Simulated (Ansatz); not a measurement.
Mo(OH)(H)5 (H6MoO), SMILES [OH][MoH5], multiplicity 1.

The structure is a stationary point at B3LYP-D3(BJ)/def2-TZVP. The spin state was assumed, not searched. The def2 effective core potentials stand for the cores of Mo; spin–orbit coupling is left out.

Two levels are set side by side: PBE/def2-TZVPD (Ansatz, a first-principles code) and CAM-B3LYP/def2-TZVPD (Ansatz). Energy differences of separate SCF runs at the same geometry; the states with an electron removed or added have multiplicity 2 and 2. Differences are taken from unrounded values.

| quantity | PBE |
|---|---|
| vertical ionisation energy (eV) | 9.97 |
| vertical electron affinity (eV) | 0.66 |
| vertical singlet–triplet gap (eV) | 2.92 |

Question: These are the PBE values. What does CAM-B3LYP give? (Estimate from the structure and the level; the computed values follow.)

Answer: 
```json
[
 {"quantity": "vertical ionisation energy (eV)", "CAM-B3LYP": "10.29", "PBE minus CAM-B3LYP": "-0.32"},
 {"quantity": "vertical electron affinity (eV)", "CAM-B3LYP": "0.84", "PBE minus CAM-B3LYP": "-0.19"},
 {"quantity": "vertical singlet–triplet gap (eV)", "CAM-B3LYP": "2.92", "PBE minus CAM-B3LYP": "0.00"}
]
```
